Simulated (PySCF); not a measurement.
Species: C₇H₇ (doublet state).
Cartesian coordinates in Å at the GFN2-xTB level; atoms count from 1:
```
atom  x, y, z in Å
C1    -1.4013   -0.0882    0.9276
C2    -1.2763    0.5609   -0.2878
C3    -2.3056    1.3063   -0.8297
C4    -0.0224    0.4656   -1.0352
C5     1.0494   -0.1706   -0.6074
C6     2.0545   -0.7810   -0.1654
C7     3.1117   -1.4105    0.2823
H8    -0.5890   -0.6635    1.3314
H9    -2.3132   -0.0327    1.4932
H10   -2.2015    1.8085   -1.7744
H11   -3.2439    1.4080   -0.3152
H12    0.0054    0.9604   -1.9987
H13    3.1068   -1.9039    1.2412
H14    4.0248   -1.4598   -0.2891
```

The hyperfine couplings belong to this conformer and change with its torsions.

Identity: `[CH2]C(=C)C=C=C=C` [radical].

Computed with PySCF 2.14.0, UKS B3LYP, pcH-1 on C H, non-relativistic, mean-field spin-orbit, GIAO. The structure is a single GFN2-xTB conformer in the gas phase; no vibrational or solvent corrections. Couplings are sensitive to structure, and on GFN2-xTB geometries they can be far from those on DFT ones. Stability of the SCF solution: not tested. ⟨S²⟩ is 0.802 where a pure state has 0.75.

Where do the isotropic ENDOR lines of H8, H9, H10, H11, H12, H14 and H13 fall at 347.6 mT, to first order?

ν± = |νn ± a/2|, one line for each electron-spin manifold; νn = |g_N| × 7.62259 MHz/T × B.

| nuclei | isotope | g_N | νn (MHz) | a_iso (MHz) | lower line (MHz) | upper line (MHz) |
| --- | --- | --- | --- | --- | --- | --- |
| H8 | 1H | 5.5857 | 14.80 | -46.08 | 8.24 | 37.84 |
| H9 | 1H | 5.5857 | 14.80 | -44.09 | 7.25 | 36.85 |
| H10 | 1H | 5.5857 | 14.80 | -41.24 | 5.82 | 35.42 |
| H11 | 1H | 5.5857 | 14.80 | -39.53 | 4.96 | 34.56 |
| H12 | 1H | 5.5857 | 14.80 | -8.32 | 10.64 | 18.96 |
| H14 | 1H | 5.5857 | 14.80 | 7.45 | 11.08 | 18.52 |
| H13 | 1H | 5.5857 | 14.80 | 7.44 | 11.08 | 18.52 |

Which pairs are centred on the nuclear Larmor frequency, and which on half the coupling?

Centred on νn, since |a| < 2νn: H12, H14 and H13. Centred on |a|/2 and split by 2νn: H8, H9, H10 and H11.

At what field would the lower line of H8 fall to zero frequency?

Where νn = |a|/2, that is B = 23.04 MHz/(5.5857 × 7.62259 MHz/T) = 541 mT, as far as first order holds there.

H8 and H9 aren't averaged: C1 is flat or nearly so (angle sum 360°), and its turn about the short C1–C2 bond (1.38 Å) is taken as slow. H13 and H14 aren't averaged: C7 is flat or nearly so (angle sum 360°), and its turn about the short C7–C6 bond (1.31 Å) is taken as slow.
